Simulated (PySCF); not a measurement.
# Nuclear quadrupole coupling in `N[SiH2][SiH2]C(F)(F)C(F)(F)F`

Species: C2H6F5NSi2.
SMILES with atom numbers: `[NH2:1][SiH2:2][SiH2:3][C:4]([F:5])([F:6])[C:7]([F:8])([F:9])[F:10]` (hydrogens: H11, H12 on N1; H13, H14 on Si2; H15, H16 on Si3)

Cartesian coordinates in Å at the GFN2-xTB level; atoms count from 1:
```xyz
16
C2H6F5NSi2 angstrom
N      3.2268   -0.3337    0.5639
Si     1.9903    0.3568   -0.4166
Si     0.0538   -0.5276    0.4907
C     -1.3739    0.3583   -0.4914
F     -1.2846    1.7143   -0.3569
F     -1.2589    0.1151   -1.8302
C     -2.7692   -0.0623   -0.0576
F     -3.7659    0.5309   -0.7154
F     -2.9264   -1.3838   -0.2120
F     -2.9479    0.1957    1.2454
H      4.1852   -0.2572    0.2647
H      3.1846   -0.2540    1.5671
H      1.9623    1.8319   -0.4601
H      2.2952   -0.1239   -1.7668
H     -0.3038   -0.2113    1.8792
H     -0.2752   -1.9406    0.2847
```

Field gradients from the PBE0/pcSseg-1 density (PySCF, non-relativistic), principal values in atomic units, ordered |Vxx| ≤ |Vyy| ≤ |Vzz|:

```json
{"atom": "N1", "Vxx": "0.3464", "Vyy": "0.6047", "Vzz": "-0.9511"}
```

Problem. Find the asymmetry η = (Vxx − Vyy)/Vzz and the couplings χ = eQV/h (234.96 MHz × Q in barn × V in au), with Q(14N) = 0.02044 b.

Solution. 
```json
{"atom": "N1", "environment": "silicon-bound nitrogen", "nucleus": "14N", "η": "0.27", "χzz (MHz)": "-4.568", "χxx (MHz)": "1.664", "χyy (MHz)": "2.904"}
```

The tensor is traceless: Vxx + Vyy + Vzz = 0.

Problem. What is Vzz at N1 in SI units (1 au = 9.71736 × 10²¹ V/m²)?

Solution. -0.9511 au = -9.243 × 10²¹ V/m².

Problem. And the gradient at the other heavy atoms, for which no coupling is worked out here?

Solution. 
```json
{"atom": "Si2", "environment": "SiH2 silicon", "Vzz (au)": "0.276", "η": "0.67"}
{"atom": "Si3", "environment": "SiH2 silicon", "Vzz (au)": "0.481", "η": "0.39"}
{"atom": "C4", "environment": "CF2 carbon", "Vzz (au)": "-0.575", "η": "0.69"}
{"atom": "F5", "environment": "fluorine of a CF2 group", "Vzz (au)": "2.982", "η": "0.10"}
{"atom": "F6", "environment": "fluorine of a CF2 group", "Vzz (au)": "2.977", "η": "0.10"}
{"atom": "C7", "environment": "CF3 carbon", "Vzz (au)": "-0.439", "η": "0.04"}
{"atom": "F8", "environment": "fluorine of a CF3 group", "Vzz (au)": "2.949", "η": "0.01"}
{"atom": "F9", "environment": "fluorine of a CF3 group", "Vzz (au)": "2.913", "η": "0.02"}
{"atom": "F10", "environment": "fluorine of a CF3 group", "Vzz (au)": "2.913", "η": "0.02"}
```

Problem. What couplings would deuterons (Q(2H) = 0.00286 b) have in place of the hydrogens, at this geometry?

Solution. 
| atom | bonded to | bond length (Å) | Vzz (au) | η | χzz (kHz) |
| --- | --- | --- | --- | --- | --- |
| H11 | N1 | 1.007 | 0.4295 | 0.17 | 289 |
| H12 | N1 | 1.007 | 0.4280 | 0.17 | 288 |
| H13 | Si2 | 1.476 | 0.1500 | 0.02 | 101 |
| H14 | Si2 | 1.465 | 0.1598 | 0.03 | 107 |
| H15 | Si3 | 1.468 | 0.1582 | 0.03 | 106 |
| H16 | Si3 | 1.465 | 0.1601 | 0.03 | 108 |

Geometry: GFN2-xTB, one conformer, isolated molecule. GFN2-xTB bond lengths can be off by several hundredths of an ångström, more for odd bonds, and the gradients follow them. The small basis limits the accuracy of the gradients.

The run behind these numbers computed NMR shieldings as well. Time: 40 s wall; peak memory 0.98 GiB. Hardware: one thread, Arm Neoverse V2 (aarch64), no GPU, on a shared host.
